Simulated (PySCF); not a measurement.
Species: C3H6BCl.
Bonds: Cl1–B2, B2–C3, C3–C4, C4–C5, C3–C5. Hydrogens: H6 on B2; H7 on C3; H8, H9 on C4; H10, H11 on C5.

A GFN2-xTB structure was refined with PySCF 2.14.0, PBE0-D3(BJ)/def2-SVP geometry optimisation, gas phase. Its GFN2-xTB values:

| coordinate | GFN2-xTB |
| --- | --- |
| Cl1–B2 | 1.715 Å |
| B2–C3 | 1.560 Å |
| B2–H6 | 1.174 Å |
| C3–C4 | 1.501 Å |
| C3–H7 | 1.075 Å |
| C4–C5 | 1.499 Å |
| C4–H8 | 1.091 Å |
| C4–H9 | 1.089 Å |
| Cl1–B2–C3 | 120.9° |
| B2–C3–C4 | 119.0° |
| C3–C4–C5 | 60.4° |
| C4–C3–C5 | 59.7° |
| Cl1–B2–C3–C4 | 36° |
| B2–C3–C4–C5 | -110° |

Task: How do these coordinates change at the PBE0-D3(BJ)/def2-SVP level?

Result: 
| coordinate | PBE0-D3(BJ)/def2-SVP (Å or °) | change |
| --- | --- | --- |
| Cl1–B2 | 1.764 | +0.049 |
| B2–H6 | 1.206 | +0.032 |
| C3–C4 | 1.529 | +0.028 |
| B2–C3 | 1.534 | -0.026 |
| C4–C5 | 1.474 | -0.025 |
| C3–H7 | 1.094 | +0.019 |
| C4–H9 | 1.093 | +0.004 |
| C4–H8 | 1.093 | +0.002 |
| C4–C3–C5 | 57.7 | -2.0 |
| C3–C4–C5 | 61.1 | +0.7 |
| B2–C3–C4 | 119.6 | +0.6 |
| Cl1–B2–C3 | 120.3 | -0.6 |
| Cl1–B2–C3–C4 | 34 | -2 |
| B2–C3–C4–C5 | -109 | +1 |

The energy falls by 2.3 kcal/mol over 6 energy and gradient evaluations, the largest force component goes from 0.0234 to 1.7e-04 Eh/bohr, and the atoms move by 0.028 Å rms after alignment. The bond that changes most is Cl1–B2 (ends: chlorine bonded to B; three-coordinate boron), which lengthens by 0.049 Å. Bonds longer at the end by more than 0.005 Å: 6 of 11; shorter: 2. Rotational constants go from 9168, 2456, 2286 to 8963, 2463, 2269 MHz.

The run used 104 basis functions and 36 SCF cycles in all. Hardware: one thread of an Arm Neoverse V1, shared host with 32 logical CPUs at a one-minute load of 11. Cost: 20 s, 0.43 GiB resident at most.

Whether it is a minimum is left open (no frequencies). The numbers are those of one conformer.

The values belong to the conformer `[Cl:1][BH:2][CH:3]1[CH2:4][CH2:5]1`: Cl1–B2–C3–C4 34°.
